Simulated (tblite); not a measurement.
Compound: C₈H₅F₂OP.
Geometry (GFN2-xTB, Å), atoms numbered from 1 in this order:
```
atom  x, y, z in Å
O1     2.2716    1.7383   -1.1440
P2     1.8522    0.4840   -0.5220
C3     0.1014    0.3161   -0.1295
C4    -0.7216    1.3858   -0.4564
C5    -2.0753    1.3183   -0.1832
C6    -2.5722    0.1727    0.4162
F7    -3.8852    0.0974    0.6870
C8    -1.7607   -0.9021    0.7489
C9    -0.4104   -0.8264    0.4714
C10    2.9321   -0.6138    0.4480
C11    2.6616   -1.1095   -0.7651
F12    3.0388   -2.1691   -1.4646
H13   -0.2888    2.2579   -0.9231
H14   -2.7422    2.1307   -0.4246
H15   -2.1943   -1.7732    1.2142
H16    0.2480   -1.6457    0.7167
H17    3.5381   -0.8494    1.3003
```

Computed with GFN2-xTB (tblite): harmonic, unscaled wavenumbers at the GFN2-xTB geometry, gas phase. The method is semi-empirical: single wavenumbers can be off by several per cent or more. One conformer, not necessarily the lowest.

Harmonic wavenumbers (cm⁻¹): 36.2, 61.0, 98.2, 152.6, 215.1, 234.7, 285.6, 320.3, 353.2, 358.9, 374.7, 395.8, 436.8, 475.2, 598.7, 601.7, 617.5, 657.1, 733.5, 743.1, 810.4, 837.2, 867.9, 909.3, 920.1, 984.5, 1006.7, 1106.6, 1110.8, 1127.9, 1155.5, 1235.0, 1238.1, 1295.3, 1331.9, 1397.7, 1456.7, 1578.5, 1581.5, 1674.3, 3092.5, 3093.2, 3112.3, 3113.2, 3116.6.

A = 1850, B = 443.9, C = 381.3 MHz; mass 186.005 u (most abundant isotopes); point group C1, symmetry number 1.

Task: What is the zero-point energy?

Result: Half the sum of the wavenumbers: 23452 cm⁻¹ = 280.55 kJ/mol.

Task: What is S at 400 K and 1 bar for an ideal gas of classical rigid rotors and harmonic oscillators?

Result: Translation 180.14, rotation 134.65, vibration 182.98: S = 497.8 J/(mol K).

Task: And Cp and H(400 K) − H(0)?

Result: Cp = 219.22 J/(mol K), of which vibrations give 185.96 (their classical limit is 45 R = 374.2); H(400 K) − H(0) = 51.62 kJ/mol without the zero-point energy, 38.31 from vibrations.

Task: How do the functions run with temperature in this model?

Result: 
| T (K) | S (J/(mol K)) | Cp (J/(mol K)) | H − H(0) (kJ/mol) | G − H(0) (kJ/mol) | ln q(vib) |
| --- | --- | --- | --- | --- | --- |
| 100 | 306.9 | 79.6 | 5.51 | -25.18 | 1.97 |
| 200 | 378.2 | 131.4 | 16.09 | -59.54 | 4.72 |
| 300 | 440.6 | 178.8 | 31.65 | -100.53 | 7.59 |
| 500 | 550.3 | 251.4 | 75.21 | -199.93 | 13.34 |
| 800 | 683.1 | 311.6 | 160.71 | -385.80 | 21.37 |
| 1000 | 755.3 | 334.7 | 225.49 | -529.82 | 26.20 |

q(vib) and H(0) count from the zero-point level.

Task: What must be added to the electronic energy to get the Gibbs energy at 400 K and 1 bar?

Result: ZPE + [H(400 K) − H(0)] − T·S = 280.55 + 51.62 − 199.11 = 133.06 kJ/mol.

Hindered rotation and anharmonicity are outside this model. Other conformers, if any are populated, would add a mixing term that is left out. The structure is chiral; the term R ln 2 for an equal mix with its mirror image is left out.
